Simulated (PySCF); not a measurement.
H6OSi2Te. Atoms are numbered in the order given.

```xyz
10

Te    -0.6305    -0.3212     0.5086
Si    -0.6134     2.1421    -0.0525
H     -2.0151     2.6146     0.1390
H     -0.1851     2.3334    -1.4644
H      0.3098     2.8708     0.8585
O      1.3466    -0.4882     0.0690
Si     1.8795    -0.9859    -1.4385
H      1.4056    -2.3648    -1.7630
H      3.3672    -0.9685    -1.3823
H      1.4063    -0.0631    -2.5143
```
Charge 0, spin multiplicity 1.

Geometry optimised at B3LYP-D3(BJ)/def2-SVP. The structure was generated by enumeration, and PubChem lists no compound with its InChIKey, so it may never have been made. The def2 effective core potentials stand for the cores of Te; spin–orbit coupling is left out. Other conformers were not sampled.

These are PySCF with PBE/def2-TZVP values and carry that method's errors.

ESP charges are fitted to the potential on shells at 1.4 to 2.0 van der Waals radii. Atomic charges (e):

```json
[
 {"atom": "Te1", "Löwdin": "0.39", "ESP fit": "0.12", "Mulliken": "0.22"},
 {"atom": "Si2", "Löwdin": "0.01", "ESP fit": "-0.09", "Mulliken": "0.05"},
 {"atom": "H3", "Löwdin": "-0.03", "ESP fit": "0.05", "Mulliken": "-0.01"},
 {"atom": "H4", "Löwdin": "-0.03", "ESP fit": "0.04", "Mulliken": "0.00"},
 {"atom": "H5", "Löwdin": "-0.03", "ESP fit": "0.04", "Mulliken": "0.00"},
 {"atom": "O6", "Löwdin": "-0.24", "ESP fit": "-0.30", "Mulliken": "-0.47"},
 {"atom": "Si7", "Löwdin": "0.06", "ESP fit": "0.35", "Mulliken": "0.31"},
 {"atom": "H8", "Löwdin": "-0.05", "ESP fit": "-0.07", "Mulliken": "-0.04"},
 {"atom": "H9", "Löwdin": "-0.04", "ESP fit": "-0.04", "Mulliken": "-0.03"},
 {"atom": "H10", "Löwdin": "-0.05", "ESP fit": "-0.09", "Mulliken": "-0.04"}
]
```

Computed Mayer and Wiberg (Löwdin basis) orders of the bonds:
```json
[
 {"bond": "Te1–Si2", "Mayer": "1.13", "Wiberg": "1.48"},
 {"bond": "Si2–H3", "Mayer": "0.93", "Wiberg": "0.97"},
 {"bond": "Si2–H4", "Mayer": "0.93", "Wiberg": "0.97"},
 {"bond": "Si2–H5", "Mayer": "0.93", "Wiberg": "0.97"},
 {"bond": "Te1–O6", "Mayer": "0.90", "Wiberg": "1.22"},
 {"bond": "O6–Si7", "Mayer": "1.13", "Wiberg": "1.70"},
 {"bond": "Si7–H8", "Mayer": "0.93", "Wiberg": "0.97"},
 {"bond": "Si7–H9", "Mayer": "0.93", "Wiberg": "0.96"},
 {"bond": "Si7–H10", "Mayer": "0.93", "Wiberg": "0.97"}
]
```
